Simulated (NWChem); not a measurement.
**Correlation energy of iminoborane (H₂BN)**

SMILES: B=N
```xyz
4

B      0.0000     0.0000    -0.7011
N      0.0000     0.0000     0.5488
H      0.0000     0.0000    -1.8910
H      0.0000     0.0000     1.5544
```
Charge 0, spin multiplicity 1.

Everything below was run with NWChem. The geometry was optimised at PBE/def2-SVP, a minimum by its harmonic frequencies.

Basis set: 6-31G*. Each correlation energy counts from its own Hartree-Fock reference.

The correlated methods keep 2 core orbitals frozen. The Pople sets run with spherical d functions. Coupled-cluster values serve here as a point of comparison, not as the truth.

**Question.** Order these methods by the correlation energy they give, lowest first: MP2, SCS-MP2, CR-CCSD[T], CR-CCSD(T).

**Answer.** CR-CCSD[T] (-263.2 mHa), CR-CCSD(T) (-262.4 mHa), MP2 (-240.4 mHa), SCS-MP2 (-237.4 mHa)
